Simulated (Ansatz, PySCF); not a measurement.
Gas-phase reaction in SMILES: N[Si](N)(N)F -> N[Si](N)N + F atom (the F-Si bond at the site shown breaks; other sites are not compared here)
Each molecule is optimised on its own at B3LYP-D3(BJ)/def2-TZVP (Ansatz, a program for electronic structure), one conformer each, not searched for the lowest. Frequencies are from Ansatz or PySCF.
Geometry of the first species:
SMILES: N[Si](N)(N)F
```xyz
11

Si    -0.0002    -0.0018     0.0026
F     -0.4146    -0.7809     1.3493
N      1.5656    -0.2424    -0.6062
N     -0.0631     1.6356     0.4879
N     -1.0581    -0.6779    -1.1568
H      2.3635     0.2069    -0.1887
H      1.8092    -1.0819    -1.1049
H     -0.7089     1.9349     1.2002
H      0.1624     2.3805    -0.1505
H     -1.0301    -0.3922    -2.1215
H     -1.9725    -1.0032    -0.8886
```

Property: bond dissociation energy (0 K, with B3LYP-D3(BJ) harmonic zero-point energies), in kcal/mol. Correlated levels leave the core frozen unless marked. UHF or UKS for open shells. No spin-orbit coupling. Non-relativistic. CBS marks a two-point X^-3 extrapolation of the correlation energy; Hartree-Fock from the larger set. [CCSD(T)-MP2]/basis is that difference in the basis named.

| level | program | bond dissociation energy (kcal/mol) |
|---|---|---|
| HF/6-31G | Ansatz | 103.5 |
| HF/cc-pwCVTZ | Ansatz | 128.8 |
| BLYP/def2-TZVPD | Ansatz | 155.2 |
| B2GP-PLYP-D4/def2-TZVPD | Ansatz + dftd4 | 161.9 |
| CCSD/STO-3G | Ansatz | 95.9 |
| CCSD(T)/cc-pV(D+d)Z | Ansatz | 149.4 |
| RI-MP2/CBS(cc-pV(T+d)Z,cc-pV(Q+d)Z)+[CCSD(T)-MP2]/cc-pV(T+d)Z | Ansatz | 166.3 |
